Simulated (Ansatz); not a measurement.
CH₅AlGeOS, relaxed with RKS PBE-D4/def2-SVP in Ansatz 0.2.0 from a rough embedded geometry. The force threshold is 0.03 eV/Å; the program also tests the step.

Total charge 0; spin multiplicity 1.

Start:

```xyz
10

O    -1.974   -1.294   -0.930
Ge   -1.100   -0.671    0.428
Al    1.256   -0.665    0.027
C     0.890    1.311    0.147
S    -0.885    1.549    0.361
H    -1.653   -0.787   -1.756
H    -1.627   -1.217    1.814
H     2.441   -1.699   -0.088
H     1.173    1.708   -0.899
H     1.479    1.764    0.895
```

**Question.** By how much does the energy fall, and how many steps does the optimiser take? (An estimate is asked.)

**Answer.** Computed: 105.15 kJ/mol, in 19 steps, 1 of them rejected.

**Question.** Which bonds change most? (Estimate.)

**Answer.** The calculation gave: Ge2–S5 from 2.231 to 2.413 Å; O1–Ge2 from 1.731 to 1.808 Å; C4–S5 from 1.804 to 1.874 Å.

**Question.** Give the relaxed structure. (Estimate.)

**Answer.** Ansatz gave: 
```xyz
10

O    -2.216   -0.689   -1.009
Ge   -1.030   -1.054    0.306
Al    1.370   -0.634    0.228
C     0.964    1.242   -0.213
S    -0.164    0.985    1.262
H    -1.736   -0.461   -1.828
H    -1.962   -1.603    1.423
H     2.638   -1.353    0.870
H     0.403    1.577   -1.104
H     1.733    1.990    0.065
```
